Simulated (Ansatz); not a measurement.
Frontier orbitals of C₃H₅NSi, SMILES `[SiH3]/C=C1C=N\1`.

The species carries charge 0 and has multiplicity 1. Geometry: relaxed with PBE0-D4/def2-TZVP. Basis def2-TZVPP, the Gaussian-basis code of Ansatz.

| functional | HOMO (eV) | LUMO (eV) | gap (eV) |
| --- | --- | --- | --- |
| PBE | -6.05 | -2.77 | 3.28 |
| PBE0 | -7.09 | -1.58 | 5.51 |
| BHLYP | -7.98 | -0.32 | 7.66 |
| CAM-B3LYP | -8.36 | -0.33 | 8.03 |
| ωB97M-V | -9.23 | 0.77 | 10.00 |

Against PBE, PBE0 changes HOMO and LUMO by −1.05 and +1.19 eV, ωB97M-V by −3.19 and +3.53 eV. A gap of 3.28 eV thus becomes 10.00 eV for the same molecule, so an orbital gap means little without its functional. A positive LUMO is unbound and depends on the basis.
